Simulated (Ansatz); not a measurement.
Consider the ligand exchange at the Si–C bond: `C=C(C)[SiH2][SiH3]` + `[NH2][AlH2]` → `[AlH2][NH][SiH2][SiH3]` + propene.

Gas-phase electronic energies from Ansatz, PBE0-D4/def2-TZVP geometries. CCSD(T)/CBS adds triple-zeta CCSD(T) − MP2 to the extrapolated MP2 energy (def2 sets, frozen cores). This one scheme is used for every species. DFT in def2-TZVPP. One conformer a species, not always the lowest.

```
        level  ΔE (kJ/mol)
      PBE0-D4        -45.7
HF/def2-TZVPP        -65.2
```

Question: What does CCSD(T)/CBS give? (An estimate is asked.)

Answer: Computed: -49.7 kJ/mol. The listed levels differ from it by 4.0, -15.5 kJ/mol.

Largest T1 diagnostic among the species: 0.013.

The D4 term adds +4.4 kJ/mol with B3LYP and +2.6 kJ/mol with PBE0; it sums over pairs of atoms, weighted by their polarisabilities, and B3LYP, whose exchange is more repulsive, gets the larger term. From PBE to PBE0 (25 % exact exchange), in def2-TZVPP and without D4, ΔE moves by −3.6 kJ/mol. In def2-TZVPP, CCSD(T) changes the Hartree–Fock value by +14.8 kJ/mol (the triples alone add +2.6 kJ/mol) and MP2 by +16.4 kJ/mol.

B3LYP here is the variant with VWN-RPA as its local correlation; programs differ in this.
